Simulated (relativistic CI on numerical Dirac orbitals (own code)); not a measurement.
# Cr³⁺: 3d valence photoemission

Computed with this model: Dirac-Coulomb-Breit CI, KLI orbitals optimised for each configuration, model QED, valence Slater integrals scaled by 0.7, multiplet model of photoemission in the sudden approximation; configurations [Ar] 3d3 → [Ar] 3d2; 300 K; Lorentzian 0.42 eV and Gaussian 0.5 eV FWHM. Energies are those of the free ion, without screening or charge transfer. The energies are binding energies and can lie tens of eV above those of solids. S is read from ⟨S²⟩ = S(S + 1).

Field parameters in Wybourne normalisation: D3d B²₀ = −7Dσ, B⁴₀ = −14Dq − 21Dτ, B⁴₃ = −14√(10/7) Dq; D4h B²₀ = −7Ds, B⁴₀ = 21(Dq − Dt), B⁴₄ = 21√(5/14) Dq; Oh B⁴₀ = 21Dq, B⁴₄ = √(5/14) B⁴₀; Td as Oh with Dq negative (B⁴₀ = 21Dq, B⁴₄ = √(5/14) B⁴₀). The field is a parameter set, without covalency.

Computed curve for Oh, 10Dq = 30100 cm⁻¹, scaled to 100 at the maximum (points under 2 are left out and the grid is thinned):

Energy (eV), Intensity and a bar:
```
     47.6        2.2 
     47.7        2.5 
     47.8        2.9 
     47.9        3.3 
     48.0        3.8 #
     48.1        4.5 #
     48.2        5.3 #
     48.3        6.5 #
     48.4        8.0 ##
     48.5       10.2 ##
     48.6       13.5 ###
     48.7       18.4 #####
     48.8       25.9 #######
     48.9       36.8 ###########
     49.0       51.6 ###############
     49.1       69.0 ####################
     49.2       85.9 ##########################
     49.3       97.5 #############################
     49.4      100.0 ##############################
     49.5       92.4 ############################
     49.6       77.5 #######################
     49.7       59.8 ##################
     49.8       43.5 #############
     49.9       30.7 #########
     50.0       21.6 ######
     50.1       15.6 ####
     50.2       11.6 ###
     50.3        9.0 ##
     50.4        7.1 ##
     50.5        5.8 #
     50.6        4.9 #
     50.7        4.1 #
     50.8        3.5 
     50.9        3.1 
     51.0        2.7 
     51.1        2.4 
     51.2        2.1 
     54.2        2.1 
     54.3        2.1
```

The ground state has S = 1.50, and the centroid lies at 49.46 eV.
